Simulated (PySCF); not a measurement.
Computed IR spectrum (relative IR intensity) of a molecule C2H7BFNO. Geometry optimised at PBE-D3(BJ)/def2-SVP. The values are those of a single conformer. These are PBE-D3(BJ)/def2-SVP in PySCF values and carry that method's errors. Frequencies are harmonic and unscaled.

| ν (cm⁻¹) | relative intensity |
|---|---|
| 169 | 2.7 |
| 242 | 3.2 |
| 391 | 3.3 |
| 415 | 8.7 |
| 478 | 9.0 |
| 496 | 48 |
| 842 | 6.1 |
| 865 | 3.8 |
| 939 | 12 |
| 1113 | 30 |
| 1171 | 37 |
| 1206 | 23 |
| 1247 | 6.9 |
| 1340 | 24 |
| 1373 | 18 |
| 1381 | 20 |
| 1437 | 2.8 |
| 1539 | 100 |
| 2882 | 27 |
| 2904 | 20 |
| 2937 | 24 |
| 2987 | 6.6 |
| 3053 | 9.6 |
| 3516 | 13 |
| 3632 | 18 |

Task: Which molecule gave these data?
(A) CCOB(N)F
(B) CN(C)B(O)F
(C) C[C@H](F)B(N)O
(D) COCB(N)F

Result: D, COCB(N)F
